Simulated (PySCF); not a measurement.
Sn(F)2 anion (F2Sn), SMILES [F][Sn][F] (connectivity only; charge and spin as stated), charge -1, multiplicity 2. Geometry: PBE-D3(BJ)/def2-SVPD. The spin state was assumed, not searched. The isomer is the one that the SMILES or the coordinates give; other isomers of the formula were not compared. The def2 effective core potentials stand for the cores of Sn; spin–orbit coupling is left out.

Level of theory: PBE-D3(BJ)/def2-SVPD in PySCF.

Harmonic wavenumbers (cm⁻¹): 142, 422, 442. Rotational constants (GHz): 9.120, 5.388, 3.387; symmetry number 2.

Q: Work out the zero-point energy and the ideal-gas rigid-rotor harmonic-oscillator thermochemistry at 298.15 K and 1 atm.

A: ZPE = ½ Σ hcν = ½ × 1006 cm⁻¹ = 1.44 kcal/mol. H − E(el) = 4.57 kcal/mol. Entropy in cal/(mol K): translation 41.06, rotation 23.69, vibration 4.48, spin 1.38, total 70.61. G − E(el) = -16.48 kcal/mol. Cp = 12.66 cal/(mol K). Modes under 150 cm⁻¹ make the vibrational entropy uncertain.
